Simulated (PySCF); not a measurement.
Ge(H)3(NMe2) (C₂H₉GeN), SMILES C[N](C)[GeH3].

Geometry optimised at TPSSh-D3(BJ)/def2-SVP.

Two levels are set side by side: PBE/def2-TZVP (PySCF) and B3LYP/def2-TZVP (PySCF). Same geometry, gas phase. Differences are taken from unrounded values.

```json
[
 {"quantity": "orbital gap (eV)", "PBE": "4.62"},
 {"quantity": "highest occupied level (eV)", "PBE": "-4.85"},
 {"quantity": "lowest empty level (eV)", "PBE": "-0.23"},
 {"quantity": "dipole moment (D)", "PBE": "0.45"},
 {"quantity": "mean polarisability (bohr³)", "PBE": "68.2"}
]
```

These are the PBE values. What does B3LYP give? (Estimate from the structure and the level; the computed values follow.)


| quantity | B3LYP | PBE minus B3LYP |
|---|---|---|
| orbital gap (eV) | 6.29 | -1.67 |
| highest occupied level (eV) | -5.96 | 1.10 |
| lowest empty level (eV) | 0.33 | -0.56 |
| dipole moment (D) | 0.45 | 0.01 |
| mean polarisability (bohr³) | 66.0 | 2.2 |

Without exact exchange PBE keeps part of each electron's self-repulsion, which lifts occupied levels and narrows the gap. PBE's more diffuse valence density responds more strongly to a field. Differences between two approximate levels are no errors against the true value.

Rough cost on one machine, each run with all the roots and properties that it gave: B3LYP against PBE within a factor of 2.
